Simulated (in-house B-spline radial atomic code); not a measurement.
The numbers below are computed, except where a source is named.
## Work function and surface energy of Sr in the jellium model

The positive ions are smeared into a uniform slab; the electrons are solved self-consistently in the LDA (PW92) on a fine grid across the film. Stabilised jellium adds, inside the slab, the constant potential −n de/dn that makes the bulk stable at the metal's density. No lattice, so no dependence on crystal face. Atomic units unless named. The numbers below are for plain jellium.

Sr: 2 valence electrons per atom, density 2.64 g/cm³, mass 87.62 u, so r_s = 3.54 bohr. Thick-film values are averages over eight films of 5 to 5.44 Fermi wavelengths, one period of the size oscillation.

Across the edge of the background of the film of 5 Fermi wavelengths (z = 0, vacuum at z > 0):

```csv
z (bohr),n/n_bulk,V − E_F (hartree)
-11.59,0.9899,-0.1468
-8.69,1.015,-0.1473
-5.79,0.9765,-0.1461
-4.06,1.055,-0.1483
-2.32,1.006,-0.1515
-1.16,0.7506,-0.1383
0.0,0.4128,-0.08775
1.16,0.1732,-0.0248
2.32,0.0615,0.01755
4.06,0.01088,0.05825
5.79,0.001734,0.08217
8.69,7.24e-05,0.1019
```

Problem. The electrons that spill out make a dipole barrier Δφ = 1.324 eV. Assemble the work function.

Solution. k_F = 1.91916/3.54 = 0.5421, so k_F²/2 = 3.999 eV, and the LDA gives v_xc = -5.779 eV in the bulk. Measured from the bulk electrostatic potential the Fermi level lies at 3.999 + (-5.779) = -1.780 eV, so Φ = Δφ − that = 1.324 − (-1.780) = 3.10 eV; the films' Fermi levels give 3.10 eV. Measurement gives about 2.59 eV (table in Wikipedia's article on work functions); the other model gives 3.19 eV.

Problem. Budd and Vannimenus showed that in jellium φ(edge) − φ(bulk) = n de/dn, with e the bulk energy per electron. Check it, given ε_xc = -0.16340 and v_xc = -0.21238 hartree.

Solution. For the kinetic part e = 3k_F²/10 ∝ n^(2/3), so n de/dn = k_F²/5 = 0.05878. For exchange and correlation n dε/dn = v_xc − ε_xc = -0.04899. The sum is 0.00979 hartree, and the films give 0.00976.

Problem. The surface energy has the parts (J/m²): kinetic -0.285, exchange-correlation 0.414, electrostatic 0.073. What is the total, and what does its sign mean?

Solution. The sum is 0.202 J/m². The kinetic part is negative since spilling out relaxes the electrons, while exchange-correlation and electrostatics cost energy. A positive total means that making surface costs energy; the other model gives 0.243 J/m².

Problem. What barrier would the Schottky-Mott rule give for electrons at a contact to n-type Si, whose electron affinity is 4.05 eV (NSM archive of the Ioffe Institute)?

Solution. Φ_B = Φ − χ is 3.10 − 4.05 = -0.95 eV with the model's value and 2.59 − 4.05 = -1.46 eV with the measured one (the middle, for a range); a negative value would mean an ohmic contact. Real barriers on covalent semiconductors follow the metal only weakly, since states induced in the gap pin the Fermi level.
